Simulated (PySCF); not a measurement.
F$_{2}$OS, charge +1, doublet, geometry from GFN2-xTB (a state made from the parent by changing its charge; the spin is typed, not shown lowest), atoms displaced at random by about 0.03 Å a coordinate; PySCF with DF-R2SCAN/STO-3G, gradient.

PySCF was given this input:
```python
from pyscf import gto, scf, dft

mol = gto.Mole()
mol.atom = '''
    O     1.41790499   -0.13022405   -0.28751024
    S     0.18878943   -0.01427173    0.32851309
    F    -0.70082458    1.28613283   -0.24283511
    F    -0.81597135   -1.14404907   -0.14913143
'''
mol.basis = 'sto-3g'
mol.charge = 1
mol.spin = 1
mol.verbose = 4
mol.build()

mf = dft.UKS(mol)
mf.xc = 'r2scan'
mf = mf.density_fit(auxbasis='def2-universal-jkfit')
mf.kernel()
g = mf.nuc_grad_method()
grad = g.kernel()
```

What the program printed (banner, timings and long lists left out):

```
PySCF version 2.14.0

[INPUT] verbose = 4
[INPUT] num. atoms = 4
[INPUT] num. electrons = 41
[INPUT] charge = 1
[INPUT] spin (= nelec alpha-beta = 2S) = 1
[INPUT] symmetry False subgroup None
[INPUT] Mole.unit = angstrom
[INPUT] Symbol           X                Y                Z      unit          X                Y                Z       unit  Magmom
[INPUT]  1 O      1.417904990000  -0.130224050000  -0.287510240000 AA    2.679452101754  -0.246087789332  -0.543315611608 Bohr   0.0
[INPUT]  2 S      0.188789430000  -0.014271730000   0.328513090000 AA    0.356760317913  -0.026969661024   0.620799768435 Bohr   0.0
[INPUT]  3 F     -0.700824580000   1.286132830000  -0.242835110000 AA   -1.324366517563   2.430438808512  -0.458891851329 Bohr   0.0
[INPUT]  4 F     -0.815971350000  -1.144049070000  -0.149131430000 AA   -1.541962376992  -2.161939415363  -0.281817559265 Bohr   0.0

nuclear repulsion = 190.677862053159
number of shells = 14
number of NR pGTOs = 72
number of NR cGTOs = 24
basis = sto-3g
ecp = {}

******** <class 'pyscf.df.df_jk.DFUKS'> ********
method = DFUKS
initial guess = minao
damping factor = 0
level_shift factor = 0
DIIS = <class 'pyscf.scf.diis.CDIIS'>
diis_start_cycle = 1
diis_space = 8
diis_damp = 0
SCF conv_tol = 1e-09
SCF conv_tol_grad = None
SCF max_cycles = 50
direct_scf = False
number electrons alpha = 21  beta = 20
XC library pyscf.dft.libxc version 7.1.2
    S. Lehtola, C. Steigemann, M. J. T. Oliveira, and M. A. L. Marques,  SoftwareX 7, 1–5 (2018)
XC functionals = r2scan
    J. W. Furness, A. D. Kaplan, J. Ning, J. P. Perdew, and J. Sun,  J. Phys. Chem. Lett. 11, 8208–8215 (2020)
    J. W. Furness, A. D. Kaplan, J. Ning, J. P. Perdew, and J. Sun,  J. Phys. Chem. Lett. 11, 9248–9248 (2020)
    J. W. Furness, A. D. Kaplan, J. Ning, J. P. Perdew, and J. Sun,  J. Phys. Chem. Lett. 11, 8208–8215 (2020)
    J. W. Furness, A. D. Kaplan, J. Ning, J. P. Perdew, and J. Sun,  J. Phys. Chem. Lett. 11, 9248–9248 (2020)
radial grids:
    Treutler-Ahlrichs [JCP 102, 346 (1995); DOI:10.1063/1.469408] (M4) radial grids

becke partition: Becke, JCP 88, 2547 (1988); DOI:10.1063/1.454033
pruning grids: <function nwchem_prune>
grids dens level: 3
symmetrized grids: False
atomic radii adjust function: <function treutler_atomic_radii_adjust>
small_rho_cutoff = 0
Set gradient conv threshold to 3.16228e-05
tot grids = 61488
init E= -665.266111793448

cycle= 1 E= -663.813683383124  delta_E= 1.45  |g|= 0.681  |ddm|= 2.27
cycle= 2 E= -662.931413845657  delta_E= 0.882  |g|= 1.45  |ddm|=  2.7
cycle= 3 E= -663.327252342652  delta_E= -0.396  |g|= 1.09  |ddm|= 2.39
cycle= 4 E= -664.127003862525  delta_E= -0.8  |g|= 0.257  |ddm|= 1.71
cycle= 5 E= -664.134768690594  delta_E= -0.00776  |g|= 0.218  |ddm|= 0.579
cycle= 6 E= -664.171648188694  delta_E= -0.0369  |g|= 0.0328  |ddm|= 0.384
cycle= 7 E= -664.17250903481  delta_E= -0.000861  |g|= 0.00516  |ddm|= 0.0546
cycle= 8 E= -664.1725287958  delta_E= -1.98e-05  |g|= 0.000766  |ddm|= 0.0095
cycle= 9 E= -664.172529333148  delta_E= -5.37e-07  |g|= 9.43e-05  |ddm|= 0.00165
cycle= 10 E= -664.172529345574  delta_E= -1.24e-08  |g|= 2.49e-05  |ddm|= 0.000332
cycle= 11 E= -664.172529346418  delta_E= -8.44e-10  |g|= 1.08e-05  |ddm|= 0.000101
Extra cycle  E= -664.17252934504  delta_E= 1.38e-09  |g|= 4.69e-05  |ddm|= 8e-05
converged SCF energy = -664.17252934504  <S^2> = 0.76059686  2S+1 = 2.0105689

******** <class 'pyscf.df.grad.uks.Gradients'> for <class 'pyscf.df.df_jk.DFUKS'> ********
unit = Eh/Bohr
grid_response = False
--------------- DFUKS gradients ---------------
         x                y                z
0 O    -0.3154661943     0.0287539746     0.1592113531
1 S     0.2298233192    -0.0692100875    -0.2027188648
2 F     0.0219638816    -0.0332794038     0.0150521827
3 F     0.0660307269     0.0743072419     0.0313606477
----------------------------------------------
```
